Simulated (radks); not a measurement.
Xe2+, configuration [Kr] 4d10 5s1 5p5 (not the ground configuration). Calculated with a radial shooting solver on a logarithmic mesh with Libxc functionals: scalar-relativistic Kohn-Sham, LDA (Slater exchange, Perdew-Wang correlation), spin-polarised, spherical densities, point nucleus; open shells are filled with parallel spins first (spin-orbit coupling, left out, can overturn this in heavy ions).

Unscreened Slater integrals over Kohn-Sham orbitals (hartree). They are taken over the spin-up orbitals.

integral,value
"F0(5p,5p)",0.43708
"F2(5p,5p)",0.23655
"F0(5p,5s)",0.46781
"G1(5p,5s)",0.31223
"F0(5p,4d)",0.54499
"F2(5p,4d)",0.15566
"G1(5p,4d)",0.047974
"G3(5p,4d)",0.045250
"F0(5p,4p)",0.55334
"F2(5p,4p)",0.13628
"G0(5p,4p)",0.026931
"G2(5p,4p)",0.034632
"F0(5s,5s)",0.50846
"F0(5s,4d)",0.61993
"G2(5s,4d)",0.075748
"F0(5s,4p)",0.63164
"G1(5s,4p)",0.046315
"F0(4d,4d)",1.0303
"F2(4d,4d)",0.52174
"F4(4d,4d)",0.34674
"F0(4d,4p)",1.0953
"F2(4d,4p)",0.55749
"G1(4d,4p)",0.70990
"G3(4d,4p)",0.44054
"F0(4p,4p)",1.1747
"F2(4p,4p)",0.61585

Derived for the open shells (J is the average intra-shell exchange parameter used in DFT+U). 5p: J = F2/5 = 0.04731 hartree.
